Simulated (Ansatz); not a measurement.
Relaxation of a periodic cell of 17 atoms, Ba$_{16}$O (host Ba, host structure bcc, interstitial O), to a largest force component of 0.03 eV/Å in at most 60 steps.

Theory: Ansatz 0.2.0, DFT PBE-D3(BJ), scalar-relativistic, plane waves, PAW. Settings: cutoff 420 eV, k mesh 2x2x2, gaussian smearing 0.1 eV, no spin polarisation.

```xyz
17
Lattice="10.0400 0.0000 0.0000 0.0000 10.0400 0.0000 0.0000 0.0000 10.0400" Properties=species:S:1:pos:R:3:forces:R:3
Ba 0.000 0.000 0.000 1.10 -0.58 0.00
Ba 5.020 0.000 0.000 -1.07 -0.56 0.00
Ba 0.000 5.020 0.000 -0.02 -0.02 0.00
Ba 0.000 0.000 5.020 -0.10 0.05 0.00
Ba 2.510 2.510 2.510 0.00 0.03 0.03
Ba 5.020 5.020 0.000 0.03 -0.03 0.00
Ba 5.020 0.000 5.020 0.10 0.05 0.00
Ba 7.530 2.510 2.510 0.00 0.06 0.10
Ba 0.000 5.020 5.020 -0.10 -0.06 0.00
Ba 2.510 7.530 2.510 -0.01 0.57 -1.08
Ba 2.510 2.510 7.530 0.00 0.03 -0.03
Ba 5.020 5.020 5.020 0.10 -0.06 0.00
Ba 7.530 7.530 2.510 0.00 -0.05 0.10
Ba 7.530 2.510 7.530 0.00 0.06 -0.10
Ba 2.510 7.530 7.530 -0.01 0.57 1.08
Ba 7.530 7.530 7.530 0.00 -0.05 -0.10
O 2.482 8.789 0.002 0.00 0.00 0.00
```

Task: Where does it end, and by what steps?

Result: It converged. Limits of this set-up: coarse k mesh, a small cell, in which the defect meets its images. After 5 steps the energy has fallen by 0.844 eV; Ba2 moved furthest, 0.31 Å.

| step | energy less start (eV) | largest force component (eV/Å) | accepted |
| --- | --- | --- | --- |
| 0 | 0.0000 | 1.097 | yes |
| 1 | -0.7039 | 0.477 | yes |
| 2 | -0.7651 | 0.405 | yes |
| 3 | -0.8425 | 0.030 | yes |
| 4 | -0.8425 | 0.031 | yes |
| 5 | -0.8436 | 0.006 | yes |

```xyz
17
Lattice="10.0400 0.0000 0.0000 0.0000 10.0400 0.0000 0.0000 0.0000 10.0400" Properties=species:S:1:pos:R:3
Ba 0.303 -0.037 0.000
Ba 4.714 -0.037 0.000
Ba -0.113 4.873 0.000
Ba 0.045 -0.037 5.020
Ba 2.508 2.658 2.622
Ba 5.130 4.873 0.000
Ba 4.972 -0.037 5.020
Ba 7.528 2.428 2.583
Ba -0.074 5.103 5.020
Ba 2.508 7.567 2.205
Ba 2.508 2.658 7.418
Ba 5.091 5.103 5.020
Ba 7.528 7.567 2.463
Ba 7.528 2.428 7.458
Ba 2.508 7.567 7.835
Ba 7.528 7.567 7.577
O 2.508 8.785 0.000
```

Run time: 64 s on 4 threads of Intel(R) Xeon(R) Platinum 8488C (Sapphire Rapids), on a shared host, peak memory 2.8 GiB.
